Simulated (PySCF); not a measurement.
A geometry optimisation, step by step.

Compound: C6H9FO.
Atom-mapped SMILES: `[CH3:1][C:2]1([CH3:3])[O:4][CH:5]=[CH:6][C@@H:7]1[F:8]` (hydrogens: H9, H10, H11 on C1; H12, H13, H14 on C3; H15 on C5; H16 on C6; H17 on C7)

Method: PBE0-D3(BJ)/def2-SVP geometry optimisation, gas phase in PySCF 2.14.0; density fitting, grid level 1; the optimiser is geomeTRIC in internal coordinates, started from a GFN2-xTB structure. The frame can shift and turn from step to step; on so coarse a grid that alone can change the energy by a few meV, and forces under 0.02 eV/Å are noise.

Step 0: E = -11111.9449 eV, largest atomic force 0.892 eV/Å
```
atom  x, y, z in Å  |  force x, y, z in eV/Å
C1     -0.981    1.029   -1.048    0.481  -0.327   0.504
C2     -0.367    0.114    0.006   -0.331  -0.258  -0.198
C3     -1.415   -0.820    0.609    0.615   0.537  -0.071
O4      0.160    0.934    1.070    0.075   0.145   0.106
C5      1.469    0.653    1.216   -0.751   0.027  -0.141
C6      1.952   -0.261    0.382   -0.578  -0.362  -0.575
C7      0.849   -0.690   -0.535    0.292   0.366  -0.018
F8      1.134   -0.376   -1.856   -0.009   0.076  -0.018
H9     -0.226    1.710   -1.434    0.250   0.233  -0.190
H10    -1.375    0.441   -1.871   -0.163  -0.193  -0.337
H11    -1.783    1.609   -0.598   -0.344   0.219   0.181
H12    -1.859   -1.436   -0.169   -0.178  -0.278  -0.319
H13    -0.959   -1.462    1.359    0.147  -0.293   0.300
H14    -2.195   -0.232    1.085   -0.347   0.198   0.206
H15     1.967    1.193    2.002    0.262   0.335   0.429
H16     2.956   -0.623    0.310    0.683  -0.212   0.060
H17     0.666   -1.771   -0.538   -0.103  -0.211   0.081
```

Step 1: E = -11112.0095 eV, largest atomic force 0.145 eV/Å
```
atom  x, y, z in Å  |  force x, y, z in eV/Å
C1     -1.052    1.011   -1.038   -0.041   0.070  -0.074
C2     -0.372    0.128   -0.018    0.051  -0.039   0.005
C3     -1.324   -0.830    0.672   -0.114  -0.051  -0.037
O4      0.169    0.989    1.018    0.000  -0.015  -0.014
C5      1.445    0.633    1.208    0.094   0.101   0.046
C6      1.923   -0.301    0.375    0.090  -0.015   0.026
C7      0.853   -0.633   -0.601   -0.056  -0.008  -0.030
F8      1.172   -0.202   -1.883    0.007   0.007   0.058
H9     -0.331    1.719   -1.469   -0.019  -0.029   0.009
H10    -1.470    0.409   -1.858    0.001   0.010   0.037
H11    -1.866    1.577   -0.560    0.019  -0.028  -0.007
H12    -1.793   -1.498   -0.069    0.019   0.015   0.049
H13    -0.797   -1.448    1.415    0.028   0.024  -0.030
H14    -2.118   -0.269    1.188    0.032  -0.018  -0.009
H15     1.953    1.157    2.023   -0.030  -0.047  -0.044
H16     2.939   -0.696    0.358   -0.074  -0.004   0.022
H17     0.638   -1.712   -0.698   -0.008   0.028  -0.007
```

Step 2: E = -11112.0117 eV, largest atomic force 0.067 eV/Å
```
atom  x, y, z in Å  |  force x, y, z in eV/Å
C1     -1.057    1.013   -1.043    0.005   0.009  -0.008
C2     -0.371    0.131   -0.022    0.041   0.006  -0.003
C3     -1.321   -0.831    0.668   -0.021  -0.005   0.007
O4      0.172    0.993    1.013   -0.030   0.057  -0.005
C5      1.448    0.639    1.208   -0.039  -0.050  -0.023
C6      1.920   -0.307    0.384    0.052   0.006   0.002
C7      0.853   -0.631   -0.600   -0.028  -0.015   0.002
F8      1.183   -0.197   -1.877    0.003   0.016   0.032
H9     -0.339    1.720   -1.478    0.003  -0.005  -0.002
H10    -1.478    0.408   -1.858   -0.008  -0.008   0.007
H11    -1.869    1.576   -0.562    0.002  -0.004   0.002
H12    -1.790   -1.503   -0.067    0.009   0.003   0.003
H13    -0.783   -1.443    1.407    0.007  -0.002   0.001
H14    -2.114   -0.274    1.188    0.008   0.001   0.006
H15     1.954    1.159    2.024   -0.007   0.004  -0.005
H16     2.928   -0.715    0.378   -0.004  -0.014   0.004
H17     0.632   -1.707   -0.700    0.006   0.001  -0.018
```

Step 3: E = -11112.0124 eV, largest atomic force 0.125 eV/Å
```
atom  x, y, z in Å  |  force x, y, z in eV/Å
C1     -1.059    1.012   -1.050    0.016  -0.040   0.020
C2     -0.370    0.135   -0.026   -0.015   0.015  -0.027
C3     -1.318   -0.828    0.667    0.044   0.012   0.023
O4      0.170    1.002    1.005    0.033  -0.008  -0.045
C5      1.442    0.637    1.208    0.017  -0.017   0.056
C6      1.919   -0.315    0.394   -0.113   0.051  -0.012
C7      0.854   -0.627   -0.600    0.002  -0.037   0.000
F8      1.196   -0.185   -1.869    0.007   0.018  -0.012
H9     -0.344    1.717   -1.492    0.011   0.006  -0.007
H10    -1.484    0.402   -1.858   -0.012  -0.009  -0.013
H11    -1.870    1.576   -0.567   -0.007   0.012   0.004
H12    -1.785   -1.504   -0.063   -0.006  -0.008  -0.021
H13    -0.771   -1.435    1.405   -0.010  -0.014   0.014
H14    -2.109   -0.273    1.191   -0.007   0.012   0.009
H15     1.944    1.155    2.027    0.020   0.027   0.029
H16     2.922   -0.733    0.398    0.022  -0.010   0.004
H17     0.630   -1.702   -0.708   -0.002  -0.011  -0.023
```

Step 4: E = -11112.0138 eV, largest atomic force 0.089 eV/Å
```
atom  x, y, z in Å  |  force x, y, z in eV/Å
C1     -1.061    1.008   -1.061    0.004  -0.056   0.041
C2     -0.368    0.139   -0.033   -0.060   0.027  -0.017
C3     -1.312   -0.823    0.669    0.083   0.015   0.027
O4      0.171    1.013    0.993    0.013   0.000  -0.012
C5      1.436    0.634    1.217   -0.017  -0.026  -0.037
C6      1.909   -0.323    0.407   -0.056  -0.001   0.009
C7      0.856   -0.624   -0.602    0.027   0.014   0.053
F8      1.213   -0.168   -1.861    0.015   0.006  -0.046
H9     -0.347    1.708   -1.514    0.010   0.009  -0.008
H10    -1.493    0.390   -1.859   -0.007  -0.003  -0.020
H11    -1.868    1.575   -0.577   -0.009   0.023  -0.001
H12    -1.779   -1.504   -0.056   -0.019  -0.012  -0.027
H13    -0.758   -1.424    1.406   -0.021  -0.014   0.013
H14    -2.100   -0.267    1.195   -0.016   0.014   0.004
H15     1.932    1.149    2.041    0.019   0.020   0.029
H16     2.907   -0.754    0.424    0.038  -0.009   0.005
H17     0.629   -1.697   -0.724   -0.004  -0.006  -0.014
```

Step 5: E = -11112.0149 eV, largest atomic force 0.049 eV/Å
```
atom  x, y, z in Å  |  force x, y, z in eV/Å
C1     -1.063    1.003   -1.070   -0.007  -0.032   0.020
C2     -0.366    0.143   -0.039   -0.030   0.009  -0.005
C3     -1.307   -0.817    0.671    0.047  -0.002   0.010
O4      0.172    1.023    0.982    0.012   0.009   0.002
C5      1.431    0.633    1.222   -0.013   0.003  -0.020
C6      1.903   -0.332    0.419   -0.009  -0.023  -0.003
C7      0.859   -0.622   -0.602    0.018  -0.003   0.045
F8      1.232   -0.158   -1.855    0.005   0.007  -0.021
H9     -0.350    1.698   -1.532    0.002   0.004  -0.005
H10    -1.501    0.379   -1.862    0.004   0.003  -0.006
H11    -1.867    1.577   -0.588    0.003   0.011  -0.005
H12    -1.776   -1.502   -0.051   -0.014   0.001  -0.005
H13    -0.754   -1.417    1.410   -0.011   0.001  -0.001
H14    -2.094   -0.258    1.196   -0.011   0.004  -0.005
H15     1.925    1.148    2.048    0.000  -0.001   0.003
H16     2.896   -0.773    0.449    0.008   0.007   0.001
H17     0.628   -1.692   -0.735   -0.006   0.002  -0.005
```

Step 6: E = -11112.0153 eV, largest atomic force under 0.02 eV/Å
```
atom  x, y, z in Å  |  force x, y, z in eV/Å
C1     -1.063    0.999   -1.076   -0.006  -0.001  -0.003
C2     -0.366    0.144   -0.042   -0.003  -0.002   0.001
C3     -1.305   -0.812    0.673    0.003  -0.003   0.002
O4      0.174    1.030    0.974    0.002   0.001   0.005
C5      1.429    0.633    1.223   -0.001   0.013  -0.002
C6      1.900   -0.337    0.428    0.005  -0.018  -0.002
C7      0.860   -0.623   -0.600    0.004  -0.005   0.014
F8      1.241   -0.156   -1.850    0.003  -0.001  -0.005
H9     -0.349    1.689   -1.544   -0.002  -0.002  -0.002
H10    -1.504    0.371   -1.864    0.005   0.001   0.001
H11    -1.865    1.579   -0.598    0.005   0.000  -0.002
H12    -1.777   -1.498   -0.046   -0.003   0.006   0.005
H13    -0.755   -1.411    1.415    0.000   0.005  -0.003
H14    -2.092   -0.250    1.195   -0.003  -0.001  -0.004
H15     1.921    1.149    2.051   -0.003  -0.004  -0.006
H16     2.891   -0.783    0.464   -0.004   0.007  -0.001
H17     0.626   -1.692   -0.739   -0.002   0.003   0.001
```

Step 7: E = -11112.0154 eV, largest atomic force under 0.02 eV/Å
```
atom  x, y, z in Å  |  force x, y, z in eV/Å
C1     -1.061    0.996   -1.081   -0.001   0.010  -0.010
C2     -0.365    0.145   -0.042    0.010  -0.004   0.002
C3     -1.306   -0.808    0.675   -0.014  -0.001  -0.002
O4      0.175    1.034    0.970   -0.001  -0.002   0.002
C5      1.428    0.635    1.222    0.002   0.008   0.005
C6      1.898   -0.341    0.432    0.006  -0.005   0.002
C7      0.860   -0.625   -0.597   -0.004  -0.002  -0.005
F8      1.245   -0.160   -1.847   -0.002  -0.004   0.005
H9     -0.346    1.683   -1.552   -0.001  -0.003  -0.001
H10    -1.503    0.366   -1.866    0.002  -0.002   0.002
H11    -1.861    1.581   -0.605    0.002  -0.004  -0.001
H12    -1.779   -1.495   -0.043    0.002   0.003   0.005
H13    -0.758   -1.406    1.419    0.004   0.004  -0.001
H14    -2.093   -0.243    1.194    0.002   0.000  -0.001
H15     1.920    1.152    2.049   -0.002  -0.002  -0.005
H16     2.889   -0.787    0.472   -0.004   0.003  -0.002
H17     0.624   -1.694   -0.736   -0.001   0.000   0.004
```

Question: Summarise the path.

Answer: The energy falls by 1.63 kcal/mol from step 0 to step 7; nine tenths of that is first reached at step 1. It falls at every step. The largest force goes from 0.892 to under 0.02 eV/Å. Among the bonds C6–H16 changes most, from 1.070 to 1.088 Å; the atoms move by 0.148 Å rms after alignment.

Question: Follow the three bonds and two angles with the largest change from start to end.

Answer: 
```json
{"step": "0", "E above end (kcal/mol)": "1.63", "largest force (eV/Å)": "0.892", "C6–H16 (Å)": "1.070", "C5–H15 (Å)": "1.076", "C3–H12 (Å)": "1.086", "C7–C6–H16 (°)": "123.6", "C1–C2–C3 (°)": "111.3"}
{"step": "1", "E above end (kcal/mol)": "0.14", "largest force (eV/Å)": "0.145", "C6–H16 (Å)": "1.090", "C5–H15 (Å)": "1.094", "C3–H12 (Å)": "1.102", "C7–C6–H16 (°)": "125.5", "C1–C2–C3 (°)": "113.1"}
{"step": "2", "E above end (kcal/mol)": "0.09", "largest force (eV/Å)": "0.067", "C6–H16 (Å)": "1.088", "C5–H15 (Å)": "1.092", "C3–H12 (Å)": "1.101", "C7–C6–H16 (°)": "125.4", "C1–C2–C3 (°)": "113.1"}
{"step": "3", "E above end (kcal/mol)": "0.07", "largest force (eV/Å)": "0.125", "C6–H16 (Å)": "1.087", "C5–H15 (Å)": "1.091", "C3–H12 (Å)": "1.100", "C7–C6–H16 (°)": "125.6", "C1–C2–C3 (°)": "113.1"}
{"step": "4", "E above end (kcal/mol)": "0.04", "largest force (eV/Å)": "0.089", "C6–H16 (Å)": "1.087", "C5–H15 (Å)": "1.091", "C3–H12 (Å)": "1.099", "C7–C6–H16 (°)": "125.4", "C1–C2–C3 (°)": "113.1"}
{"step": "5", "E above end (kcal/mol)": "0.01", "largest force (eV/Å)": "0.049", "C6–H16 (Å)": "1.088", "C5–H15 (Å)": "1.092", "C3–H12 (Å)": "1.100", "C7–C6–H16 (°)": "125.5", "C1–C2–C3 (°)": "113.1"}
{"step": "6", "E above end (kcal/mol)": "0.00", "largest force (eV/Å)": "under 0.02", "C6–H16 (Å)": "1.088", "C5–H15 (Å)": "1.092", "C3–H12 (Å)": "1.100", "C7–C6–H16 (°)": "125.5", "C1–C2–C3 (°)": "113.1"}
{"step": "7", "E above end (kcal/mol)": "0.00", "largest force (eV/Å)": "under 0.02", "C6–H16 (Å)": "1.088", "C5–H15 (Å)": "1.092", "C3–H12 (Å)": "1.100", "C7–C6–H16 (°)": "125.6", "C1–C2–C3 (°)": "113.1"}
```

What follows is the cost of the whole optimisation. Hardware: one thread, Arm Neoverse V1 (aarch64), on a shared host. Cost: 71 s of wall time, 0.73 GiB resident at most.
